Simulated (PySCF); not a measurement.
A species of formula C3H9N3OSi2 has this rotational fingerprint, computed with PBE0/pcSseg-1 in PySCF (dipole) on a GFN2-xTB geometry, gas phase:

| Item | Value |
| --- | --- |
| Rotational constants | A = 1307, B = 1232, C = 877.8 MHz |
| Dipole components | \|μa\| = 3.31 D, \|μb\| = 2.71 D, \|μc\| = 1.16 D |
| Inertial defect | -221.13 u·Å² |
| κ | 0.65 |

**Question.** Which candidate fits, each taken in the one conformer that was computed?
A. `[N:1]#[C:2][C@@H:3]1[O:4][CH2:5][SiH2:6][NH:7][Si@H:8]1[NH2:9]` with N7–Si8–N9–H 79° and -63°, C2–C3–O4–C5 -44°, C3–O4–C5–Si6 -66°, O4–C5–Si6–N7 24°, C5–Si6–N7–Si8 -6°
B. `[N:1]#[C:2][C@@H:3]1[O:4][CH2:5][Si@H:6]([NH2:7])[NH:8][SiH2:9]1` with C5–Si6–N7–H 177° and -42°, C2–C3–O4–C5 -37°, C3–O4–C5–Si6 -53°, O4–C5–Si6–N7 120°, C5–Si6–N8–Si9 25°

**Answer.** A. It is N#C[C@@H]1OC[SiH2]N[Si@H]1N, an asymmetric top, point group C1. The candidates at the same level (rigid rotor, commonest isotopes):

| SMILES | A (MHz) | B (MHz) | C (MHz) | μa (D) | μb (D) | μc (D) | Δ (u·Å²) | point group | rotor |
| --- | --- | --- | --- | --- | --- | --- | --- | --- | --- |
| N#C[C@@H]1OC[SiH2]N[Si@H]1N | 1307 | 1232 | 877.8 | 3.31 | 2.71 | 1.16 | -221.13 | C1 | asymmetric top |
| N#C[C@@H]1OC[Si@H](N)N[SiH2]1 | 1448 | 1207 | 1006 | 0.14 | 2.67 | 0.43 | -265.63 | C1 | asymmetric top |

`N#C[C@@H]1OC[Si@H](N)N[SiH2]1` has C 15 % too high. No structure here is proved a minimum.
